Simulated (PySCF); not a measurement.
Molecule: SMILES COC(=O)C[SiH3]. Atoms near the plane z = 0.0 Å, at the GFN2-xTB optimised geometry (x, y, z in Å): C1 (1.2, 1.4, 0.0), O2 (0.6, 0.1, 0.0), C3 (-0.8, 0.1, 0.0), O4 (-1.4, 1.1, 0.0), C5 (-1.3, -1.3, -0.1), H7 (1.0, 1.9, -0.9), H8 (2.3, 1.2, 0.0), H9 (0.9, 2.0, 0.8), H10 (-2.3, -1.3, 0.4), H11 (-0.6, -2.0, 0.5).

Level of theory: CAM-B3LYP/def2-TZVP run with PySCF. Cells within 0.4 Å of a nucleus heavier than hydrogen are left out (blank, or x). The values are rescaled to run from 0 to 1.

```
|7777777777777777777777777|
|7777777777777777777777777|
|7777777777777777777777777|
|7777777777777777777777777|
|7777777777777777777777777|
|7777777777777777777777777|
|7777777777777777777777777|
|7777777898777776877777777|
|777777890497787xx45777777|
|77777782xx98786xx30777777|
|77777788x0789956777777777|
|7777777893x67xx9877777777|
|777777778xxx5xx9877777777|
|7777777773289959777777777|
|7777777763688887777777777|
|77777764xx787777777777777|
|77777765xx577777777777777|
|7777777776677777777777777|
|7777777777777777777777777|
|7777777777777777777777777|
|7777777777777777777777777|
|7777777777777777777777777|
|7777777777777777777777777|
|7777777777777777777777777|
|7777777777777777777777777|
```
Scale: ten equal steps from 0.000 (start of '0') to 1.00 (end of '9'), in the order '0123456789'; x runs from -4.50 to 4.50, y from -4.50 (bottom) to 4.50 (top).

**Question.** Which quantity is mapped?
A. electrostatic potential
B. Laplacian of the electron density
C. an orbital amplitude
D. deformation density (molecule minus spherical neutral atoms)

**Answer.** B, Laplacian of the electron density. In full: Laplacian of the electron density (e/bohr⁵), clipped to [-1.50, 1.50].
